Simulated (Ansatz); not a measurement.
`CBOC1O[SiH2]1`. The species carries charge 0 and has multiplicity 1. The structure was optimised at the PBE0-D4/def2-TZVP level. It is one conformer, not always the lowest.

```xyz
13

C     2.047   -0.211    1.547
B     0.701    0.375    1.029
O     0.111   -0.172   -0.064
C    -1.089    0.314   -0.557
O    -2.125   -0.686   -0.566
Si   -1.748   -0.282   -2.144
H     2.401   -1.065    0.967
H     2.821    0.565    1.539
H     1.948   -0.512    2.595
H     0.157    1.313    1.556
H    -1.401    1.234   -0.061
H    -1.025   -1.301   -2.933
H    -2.797    0.428   -2.909
```

**Question.** What is the dipole moment at r2SCAN/def2-TZVPP? (An estimate is asked.)

**Answer.** The calculation gave: 1.68 D, with components (0.23, 0.93, -1.37) D in this frame, pointing from negative to positive charge.

**Question.** And with PBE, B3LYP, ωB97M-V? (Estimate.)

**Answer.** The calculation gave: PBE 1.62 D, B3LYP 1.87 D, ωB97M-V 1.92 D.

**Question.** Give the Mulliken charges with r2SCAN, B3LYP, ωB97M-V in def2-TZVPP. (Best estimate.)

**Answer.** Computed: 
```csv
atom,r2SCAN,B3LYP,ωB97M-V
C1,-0.24,-0.31,-0.34
B2,0.19,0.14,0.09
O3,-0.26,-0.27,-0.27
C4,0.15,0.18,0.12
O5,-0.39,-0.39,-0.38
Si6,0.46,0.41,0.36
H7,0.06,0.10,0.11
H8,0.06,0.09,0.11
H9,0.07,0.09,0.11
H10,-0.05,-0.02,0.03
H11,0.07,0.09,0.10
H12,-0.06,-0.05,-0.01
H13,-0.07,-0.06,-0.02
```

B3LYP here is the variant with VWN-RPA as its local correlation; programs differ in this.
